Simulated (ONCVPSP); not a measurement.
**antimony: from the effect back to the setting (ONCV)**

Base potential:

ONCVPSP 4.0.1 input, shortened (lines: element, Z, core and valence counts, functional; n l f; lmax; l rc ep ncon nbas qcut; lloc lpopt rc5 dvloc0; l nproj debl; icmod fcfact rcfact), PBE, scalar-relativistic:

```
  Sb 51.00    8    3        4      upf
    1    0    2.00
    2    0    2.00
    2    1    6.00
    3    0    2.00
    3    1    6.00
    3    2   10.00
    4    0    2.00
    4    1    6.00
    4    2   10.00
    5    0    2.00
    5    1    3.00
    2
    0    2.00    0.00    4    8    3.20
    1    2.35    0.00    4    7    2.90
    2    1.05    0.00    4    8    8.40
    4    5    1.00    6.00
    0    2    2.90
    1    2    3.90
    2    2    2.40
    3    5.00    1.65
```

Cutoffs, loose and tight: the cutoffs (Ha) at which the residual kinetic energy of the hardest occupied pseudo-wave falls to 1 and 0.1 mHa per electron. They do not see the model core or the augmentation charge, which bear on the density cutoff. Test errors are all-electron minus pseudo excitation energies from the reference, over the configurations 4d10 5s2 5p2; 4d10 5s2 5p1; 4d10 5s2 5p0; 4d10 5s1 5p0; variants that change the core or the reference have their own tests.

Only the scale of all radii but the core radius (base = 1) is moved (1 further runs of the sweep failed or gave no value and are left out):

```csv
scale of all radii but the core radius (base = 1),"cutoff, loose","cutoff, tight",bound ghosts,largest test error (meV)
0.85,160 Ha,294 Ha,"s, p",-169
0.93,130 Ha,235 Ha,s,-168
0.99,119 Ha,210 Ha,s,-167
1.06,107 Ha,190 Ha,s,-187
1.11,93 Ha,170 Ha,s,-219
1.23,51 Ha,132 Ha,none,-316
1.33,35 Ha,107 Ha,none,-435
```

Task: One more run gave cutoff, loose: 61 Ha; cutoff, tight: 148 Ha; bound ghosts: none; largest test error (meV): -258. Which value of the scale of all radii but the core radius (base = 1) was used?

Result: 1.18. The loose cutoff moves one way along this sweep, from 160 Ha at 0.85 to 35 Ha at 1.33, which places the run between 1.11 and 1.23.
